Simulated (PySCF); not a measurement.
A structure optimised at PBE0-D3(BJ)/def2-TZVP, used in a PySCF frequency run:

```xyz
6

Hf    -0.0001     0.4247     0.0000
H      1.7787     0.9324     0.0000
H     -0.8623     1.0642    -1.5032
H     -0.8623     1.0642     1.5032
S     -0.0822    -1.9832     0.0000
H      1.2706    -1.9101     0.0000
```

**Question.** Write its SMILES, formula and point group.

**Answer.** [SH][HfH3], H₄HfS, Cs

**Question.** What are its rotational constants (standard atomic weights)?

**Answer.** 45.801, 2.9922, 2.9585 GHz
